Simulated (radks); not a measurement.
Problem. The table gives one normalised radial function P(r) = r R(r) of Pm9+ in [Kr] 4d10 4f3 5s2 5p1 (r in bohr). Calculated with a radial shooting solver on a logarithmic mesh with Libxc functionals: scalar-relativistic Kohn-Sham, PBEsol, spin-polarised, spherical densities, finite nucleus; open shells are filled with parallel spins first (spin-orbit coupling, left out, can overturn this in heavy ions); Fermi nuclear charge, rms radius 4.962 fm.

r          P
0.0009424   0.0000
0.00108     0.0000
0.001237    0.0000
0.001417    0.0000
0.001624    0.0000
0.00186     0.0000
0.002131    0.0000
0.002442    0.0000
0.002797    0.0000
0.003205    0.0000
0.003672    0.0000
0.004207    0.0000
0.004819    0.0000
0.005521    0.0000
0.006326    0.0000
0.007247    0.0000
0.008303    0.0000
0.009513    0.0000
0.0109      0.0000
0.01249     0.0001
0.01431     0.0001
0.01639     0.0002
0.01878     0.0003
0.02151     0.0004
0.02465     0.0007
0.02824     0.0011
0.03235     0.0018
0.03706     0.0029
0.04246     0.0045
0.04865     0.0072
0.05574     0.0112
0.06437     0.0178
0.07375     0.0271
0.08449     0.0406
0.0968      0.0601
0.1109      0.0875
0.1271      0.1249
0.1456      0.1747
0.1668      0.2393
0.1911      0.3200
0.2189      0.4172
0.2508      0.5293
0.2873      0.6524
0.3292      0.7795
0.3771      0.9014
0.4321      1.0075
0.495       1.0859
0.5672      1.1268
0.6498      1.1244
0.7444      1.0781
0.8529      0.9917
0.9771      0.8729
1.119       0.7322
1.283       0.5817
1.469       0.4335
1.684       0.2997
1.929       0.1897
2.21        0.1085
2.532       0.0550
2.9         0.0242
3.323       0.0090
3.807       0.0028
4.362       0.0007

Which n and l does it have? It may be an empty orbital.

Solution. n = 4, l = 3: the number of nodes gives n - l - 1 = 0, the rise at small r (about r^(l+1), flatter next to the nucleus through relativity) gives l, and the extent must fit the shell. The curve is that of 4f down; the table hardly tells the two spins apart. 4f down (empty): eigenvalue -134.24 eV, 0 radial nodes, <r> = 0.797 bohr, 90 % of the charge inside 1.28 bohr.
